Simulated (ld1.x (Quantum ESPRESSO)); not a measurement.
## europium: one change to a PAW potential, before and after

| Property | Result |
| --- | --- |
| Element | Eu |
| Generator | ld1.x (Quantum ESPRESSO) 7.5 |
| Type | PAW |
| Functional | PBE |
| Relativity | scalar-relativistic |
| Frozen core | [Kr] 4d10 |
| Valence charge | 17 |
| Reference configuration | 4f7 5s2 5p6 5d0 6s2 6p0 |
| Partial waves | 5s (bound): rcut 1.75, rcutus 2.00 bohr; 6s (bound): rcut 1.75, rcutus 2.00 bohr; 5p (bound): rcut 2.15, rcutus 2.40 bohr; 6p (bound, empty): rcut 2.15, rcutus 2.40 bohr; 5d (bound, empty): rcut 3.65, rcutus 4.40 bohr; 5d channel at 0.5 Ry: rcut 3.65, rcutus 4.40 bohr; 4f (bound): rcut 1.40, rcutus 1.65 bohr; 4f channel at 0.2 Ry: rcut 1.40, rcutus 1.65 bohr |
| Local potential | all-electron potential smoothed inside 2.65 bohr (lloc = -2) |
| Core correction | Bessel-smoothed model core, default radius (core density twice the valence density) |
| Augmentation charge | GAUSS, radius 1.30 bohr |

Change: waves 5s (bound): rcut 1.75, rcutus 2.24 bohr; 6s (bound): rcut 1.75, rcutus 2.24 bohr.

Cutoffs: the cutoffs (Ry, on a coarse ladder) from which the occupation-weighted sum of valence levels, in a spherical-Bessel basis at the reference potential, stays within 10 and 1 mRy of its value at 400 Ry; they do not see the model core or the augmentation charge, which bear on the density cutoff. Errors are all-electron minus pseudo energies relative to the spin-unpolarised reference configuration.

Q: What does the change do?

A: The potential gets neither clearly harder nor softer (50 Ry and 80 Ry → 50 Ry and 80 Ry); the f channel sets the loose cutoff, while the largest relative change is in s, which becomes softer; of the 7 tests that both files solve, the error grows in 1 and shrinks in 1 by more than 15 % and 0.3 meV (median size 7.1 → 5.3 meV); neither file shows a bound ghost.

```csv
quantity,base,changed
"cutoff, loose",50 Ry,50 Ry
"cutoff, tight",80 Ry,80 Ry
loose cutoff by channel (10 mRy a level),"s 12 Ry, p 10 Ry, f 45 Ry","s 10 Ry, p 10 Ry, f 45 Ry"
bound ghosts,none,none
"error for 4f7 5s2 5p6 5d0 6s1 6p0, meV [ΔE 6.02 eV]",-2.7,-2.4
"error for 4f7 5s2 5p6 5d0 6s0 6p0, meV [ΔE 17.25 eV]",-7.1,-5.3
"error for 4f6 5s2 5p6 5d0 6s0 6p0, meV [ΔE 41.66 eV]",+114,+166
"error for 4f7 5s1 5p6 5d0 6s2 6p0, meV [ΔE 50.22 eV]",-38,-39
"error for 4f7 5s2 5p6 5d0 6s0 6p1, meV [ΔE 9.23 eV]",-4.2,-3.9
"error for 4f7 5s2 5p6 5d0 6s0 6p2, meV [ΔE 5.13 eV]",-2.4,-2.7
"error for 4f7 5s2 5p6 5d1 6s1 6p0, meV [ΔE 2.16 eV]",+67,+73
s: phases at 4.77 bohr within 0.05 rad from the reference energy up to (Ry; the scan ends near 5),4.0,4.1
p: phases at 4.77 bohr within 0.05 rad from the reference energy up to (Ry; the scan ends near 5),4.5,4.5
d: phases at 4.77 bohr within 0.05 rad from the reference energy up to (Ry; the scan ends near 5),0.6,0.6
f: phases at 4.77 bohr within 0.05 rad from the reference energy up to (Ry; the scan ends near 5),2.1,2.1
lowest overlap eigenvalue by channel,"s 0.20, p 0.12, d 0.13, f 1.00","s 0.09, p 0.12, d 0.13, f 1.00"
```
